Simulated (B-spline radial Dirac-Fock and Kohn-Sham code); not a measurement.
**Cr⁴⁺ 1s: cross section and angular parameters**

System: Cr⁴⁺ in the configuration [Ar] 3d2; threshold 6024.6 eV (orbital energy of the model). Calculated with a radial atomic solver, using Dirac-Hartree-Slater photoionisation with a Latter tail; cross sections with all multipoles, angular parameters from the dipole term and its interference with E2.

For linearly polarised light dσ/dΩ = σ/(4π) [1 + β P₂(cos θ) + (δ + γ cos²θ) sin θ cos φ], with θ from the polarisation vector and φ the angle between the beam and the projection of the electron momentum on the plane normal to the polarisation.

| hν (eV) | σ (kb) | β | γ |
| --- | --- | --- | --- |
| 7280 | 24.4 | 2.000 | 0.468 |
| 7440 | 23.0 | 2.000 | 0.527 |
| 7650 | 21.4 | 2.000 | 0.599 |
| 8047.8 | 18.8 | 2.000 | 0.724 |
| 9251.7 | 13.0 | 2.000 | 1.034 |
| 10700 | 8.82 | 1.999 | 1.331 |
| 12000 | ? | ? | ? |
| 15000 | 3.48 | 1.999 | 1.995 |

Q: Give the values at 12000 eV.

A: σ = 6.46 kb, β = 1.999, γ = 1.557. For an s subshell δ is negligible.
